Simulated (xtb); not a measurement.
xtb input file for Mg(OH)(GeH3) (GeH4MgO), SMILES [OH][Mg][GeH3], GFN2-xTB. 

```
$ xtb mol.xyz --gfn 2 --sp --chrg 0 --uhf 0 --json
$ cat mol.xyz
7

Mg    -0.30341536     1.20683958    -0.35426206
O     -0.44659627     2.29013044    -1.63857715
H     -0.53260539     2.91355588    -2.34874915
Ge     0.20822110    -0.96622302     0.54322618
H      1.04962297    -1.84323504    -0.35658429
H      0.98472797    -1.06238606     1.83877394
H     -0.95106631    -1.89191662     0.84308386
```

It prints:

```
[banner left out]
          |                Calculation Setup                |
           -------------------------------------------------



           -------------------------------------------------
          |                 G F N 2 - x T B                 |
           -------------------------------------------------

        Reference                      10.1021/acs.jctc.8b01176
      * Hamiltonian:
        H0-scaling (s, p, d)           1.850000    2.230000    2.230000
        zeta-weighting                 0.500000
      * Dispersion:
        s8                             2.700000
        a1                             0.520000
        a2                             5.000000
        s9                             5.000000
      * Repulsion:
        kExp                           1.500000    1.000000
        rExp                           1.000000
      * Coulomb:
        alpha                          2.000000
        third order                    shell-resolved
        anisotropic                    true
        a3                             3.000000
        a5                             4.000000
        cn-shift                       1.200000
        cn-exp                         4.000000
        max-rad                        5.000000


          ...................................................
          :                      SETUP                      :
          :.................................................:
          :  # basis functions                  28          :
          :  # atomic orbitals                  26          :
          :  # shells                           12          :
          :  # electrons                        16          :
          :  max. iterations                   250          :
          :  Hamiltonian                  GFN2-xTB          :
          :  restarted?                      false          :
          :  GBSA solvation                  false          :
          :  PC potential                    false          :
          :  electronic temp.          300.0000000     K    :
          :  accuracy                    1.0000000          :
          :  -> integral cutoff          0.2500000E+02      :
          :  -> integral neglect         0.1000000E-07      :
          :  -> SCF convergence          0.1000000E-05 Eh   :
          :  -> wf. convergence          0.1000000E-03 e    :
          :  Broyden damping             0.4000000          :
          :  net charge                          0          :
          :  unpaired electrons                  0          :
          ...................................................

 iter      E             dE          RMSdq      gap      omega  full diag
   1     -6.9062369 -0.690624E+01  0.268E+01    3.02       0.0  T
   2     -7.0678262 -0.161589E+00  0.305E+01    1.61       1.0  T
   3     -8.3403419 -0.127252E+01  0.937E+00    5.55       1.0  T
   4     -8.6000469 -0.259705E+00  0.527E+00    4.34       1.0  T
   5     -8.6053177 -0.527082E-02  0.423E+00    4.24       1.0  T
   6     -8.6514667 -0.461489E-01  0.146E+00    3.78       1.0  T
   7     -8.6565143 -0.504763E-02  0.454E-01    3.81       1.0  T
   8     -8.6559303  0.583970E-03  0.615E-01    3.81       1.0  T
   9     -8.6556432  0.287140E-03  0.445E-01    3.80       1.0  T
  10     -8.6566739 -0.103072E-02  0.149E-01    3.82       1.0  T
  11     -8.6566769 -0.302580E-05  0.366E-02    3.83       1.0  T
  12     -8.6566717  0.520312E-05  0.455E-02    3.82       1.0  T
  13     -8.6566757 -0.391052E-05  0.374E-02    3.82       1.0  T
  14     -8.6566780 -0.231755E-05  0.133E-02    3.83       2.9  T
  15     -8.6566782 -0.231063E-06  0.258E-04    3.83     146.2  T
  16     -8.6566782  0.108712E-08  0.906E-04    3.83      41.7  T

   *** convergence criteria satisfied after 16 iterations ***

         #    Occupation            Energy/Eh            Energy/eV
      -------------------------------------------------------------
         1        2.0000           -0.6254875             -17.0204
         2        2.0000           -0.6160359             -16.7632
         3        2.0000           -0.5102890             -13.8857
         4        2.0000           -0.4385028             -11.9323
         5        2.0000           -0.4377417             -11.9116
         6        2.0000           -0.4019238             -10.9369
         7        2.0000           -0.4017416             -10.9319
         8        2.0000           -0.3969175             -10.8007 (HOMO)
         9                         -0.2563087              -6.9745 (LUMO)
        10                         -0.1501529              -4.0859
        11                         -0.1491530              -4.0587
        12                         -0.0285164              -0.7760
        13                         -0.0228803              -0.6226
       ...                                ...                  ...
        26                          1.4132561              38.4567
      -------------------------------------------------------------
                  HL-Gap            0.1406088 Eh            3.8262 eV
             Fermi-level           -0.3266131 Eh           -8.8876 eV

 SCC (total)                   0 d,  0 h,  0 min,  0.007 sec
 SCC setup                      ...        0 min,  0.000 sec (  1.822%)
 Dispersion                     ...        0 min,  0.000 sec (  0.977%)
 classical contributions        ...        0 min,  0.000 sec (  0.400%)
 integral evaluation            ...        0 min,  0.001 sec ( 13.375%)
 iterations                     ...        0 min,  0.004 sec ( 61.150%)
 molecular gradient             ...        0 min,  0.001 sec ( 20.276%)
 printout                       ...        0 min,  0.000 sec (  1.774%)

         :::::::::::::::::::::::::::::::::::::::::::::::::::::
         ::                     SUMMARY                     ::
         :::::::::::::::::::::::::::::::::::::::::::::::::::::
         :: total energy              -8.604308033917 Eh    ::
         :: gradient norm              0.000199917857 Eh/a0 ::
         :: HOMO-LUMO gap              3.826160252236 eV    ::
         ::.................................................::
         :: SCC energy                -8.656678100483 Eh    ::
         :: -> isotropic ES            0.096818584208 Eh    ::
         :: -> anisotropic ES          0.002595027358 Eh    ::
         :: -> anisotropic XC          0.000043222619 Eh    ::
         :: -> dispersion             -0.002652503935 Eh    ::
         :: repulsion energy           0.052370066566 Eh    ::
         :: add. restraining           0.000000000000 Eh    ::
         :: total charge               0.000000000000 e     ::
         :::::::::::::::::::::::::::::::::::::::::::::::::::::

           -------------------------------------------------
          |                Property Printout                |
           -------------------------------------------------

    * Orbital Energies and Occupations

         #    Occupation            Energy/Eh            Energy/eV
      -------------------------------------------------------------
         1        2.0000           -0.6254875             -17.0204
         2        2.0000           -0.6160359             -16.7632
         3        2.0000           -0.5102890             -13.8857
         4        2.0000           -0.4385028             -11.9323
         5        2.0000           -0.4377417             -11.9116
         6        2.0000           -0.4019238             -10.9369
         7        2.0000           -0.4017416             -10.9319
         8        2.0000           -0.3969175             -10.8007 (HOMO)
         9                         -0.2563087              -6.9745 (LUMO)
Note: The following floating-point exceptions are signalling: IEEE_UNDERFLOW_FLAG IEEE_DENORMAL
normal termination of xtb
        10                         -0.1501529              -4.0859
        11                         -0.1491530              -4.0587
        12                         -0.0285164              -0.7760
        13                         -0.0228803              -0.6226
        14                         -0.0104514              -0.2844
        15                          0.0045290               0.1232
        16                          0.0142925               0.3889
        17                          0.0759362               2.0663
        18                          0.0992398               2.7005
        19                          0.1439708               3.9176
       ...                                ...                  ...
        26                          1.4132561              38.4567
      -------------------------------------------------------------
                  HL-Gap            0.1406088 Eh            3.8262 eV
             Fermi-level           -0.3266131 Eh           -8.8876 eV

     #   Z          covCN         q      C6AA      α(0)
     1  12 Mg       1.577     0.386   112.720    25.240
     2   8 O        1.506    -0.617    25.709     6.838
     3   1 H        0.809     0.274     0.803     1.407
     4  32 Ge       3.679     0.048   171.092    23.490
     5   1 H        0.935    -0.027     3.564     2.952
     6   1 H        0.935    -0.033     3.696     3.006
     7   1 H        0.935    -0.031     3.651     2.988

 Mol. C6AA /au·bohr⁶  :       1198.791263
 Mol. C8AA /au·bohr⁸  :      71118.519338
 Mol. α(0) /au        :         65.920302


Wiberg/Mayer (AO) data.
largest (>0.10) Wiberg bond orders for each atom

 ---------------------------------------------------------------------------
     #   Z sym  total        # sym  WBO       # sym  WBO       # sym  WBO
 ---------------------------------------------------------------------------
     1  12 Mg   2.153 --     2 O    1.076     4 Ge   0.797
     2   8 O    2.050 --     1 Mg   1.076     3 H    0.897
     3   1 H    0.923 --     2 O    0.897
     4  32 Ge   3.396 --     6 H    0.846     7 H    0.843     5 H    0.838
                             1 Mg   0.797
     5   1 H    0.998 --     4 Ge   0.838
     6   1 H    0.998 --     4 Ge   0.846
     7   1 H    0.998 --     4 Ge   0.843
 ---------------------------------------------------------------------------

Topologies differ in total number of bonds
Writing topology from bond orders to xtbtopo.mol

molecular dipole:
                 x           y           z       tot (Debye)
 q only:       -0.017      -0.098       0.338
   full:       -0.112       0.134       0.547       1.460
molecular quadrupole (traceless):
                xx          xy          yy          xz          yz          zz
 q only:        1.008       0.457      -1.368      -0.464       1.848       0.359
  q+dip:        1.775       0.797      -2.520      -0.912       3.584       0.745
   full:        2.659       1.192      -3.398      -1.088       4.705       0.739


           -------------------------------------------------
          | TOTAL ENERGY               -8.604308033917 Eh   |
          | GRADIENT NORM               0.000199917857 Eh/α |
          | HOMO-LUMO GAP               3.826160252236 eV   |
           -------------------------------------------------

------------------------------------------------------------------------
------------------------------------------------------------------------
 total:
 SCF:
```

The run converged.
